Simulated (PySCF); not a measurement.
BeBr at PBE

Computed with PBE; basis Be def2-TZVP, Br def2-TZVP; no relativity; PySCF 2.14.

| Property | Result |
| --- | --- |
| state | ²Σ⁺ (doublet), unpaired electrons σ ↑ |
| bond length | 1.981 Å |
| harmonic wavenumber | 683 cm⁻¹ |
| force constant | 2.22 mdyn/Å |
| rotational constant Be | 0.5313 cm⁻¹ |
| anharmonicity ωexe | 3.77 cm⁻¹ |
| vibration–rotation constant αe | 0.00452 cm⁻¹ |
| well depth De to Be + Br | 83.9 kcal/mol |
| dissociation energy D0 | 83.0 kcal/mol |
| bond order (Mayer) | 1.40 |
| dipole moment (positive dipole means Be(−)Br(+)) | -0.65 D |

Spin–orbit coupling is left out. The state is the lowest determinant that a PBE0 search found; another state may lie lower at other levels.
